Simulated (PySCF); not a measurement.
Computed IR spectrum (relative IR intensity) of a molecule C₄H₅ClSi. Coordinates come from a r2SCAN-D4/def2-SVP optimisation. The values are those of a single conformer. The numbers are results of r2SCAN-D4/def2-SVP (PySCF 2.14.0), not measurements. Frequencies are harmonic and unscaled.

Lines under 2 % of the strongest are left out, and lines within 2 cm⁻¹ are merged.

ν (cm⁻¹): 386 (w), 529 (vw), 578 (m), 662 (w), 696 (w), 734 (w), 743 (w), 804 (s), 884 (vs), 932 (vs), 1008 (w), 1092 (w), 1188 (s), 1326 (m), 1557 (m), 1608 (m), 2218 (s), 2220 (s), 3174 (vw) (against the strongest line: vs over 80 %, s over 45 %, m over 15 %, w over 4 %, vw less)

**Question.** Pick the molecule that these values belong to.
(A) C#C/C([SiH3])=C\Cl
(B) C#C/C=C\[SiH2]Cl
(C) ClC1=C[SiH2]C=C1
(D) C#C/C(Cl)=C\[SiH3]

**Answer.** C, ClC1=C[SiH2]C=C1
